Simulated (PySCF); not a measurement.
A calculated (MN15, PySCF 2.14, aug-cc-pVDZ-DK, the spin-free X2C one-electron Hamiltonian (Gaussian nucleus)) atom or ion has these occupied shells.

```tsv
shell	electrons	orbital energy (eV)	rms radius, mean of both spins (bohr)
1s β	1	-7007.0	0.0675
1s α	1	-7006.9	0.0675
2s α	1	-830.26	0.292
2s β	1	-829.66	0.292
2p α	3	-721.26	0.261
2p β	3	-720.33	0.261
3s α	1	-114.64	0.885
3s β	1	-112.34	0.885
3p α	3	-83.499	0.936
3p β	3	-79.921	0.936
3d α	5	-30.390	1.20
3d β	1	-26.545	1.20
```

Name the element and its charge.

Fe²⁺ (iron, charge +2), in [Ar] 3d6, high-spin 5D determinant.
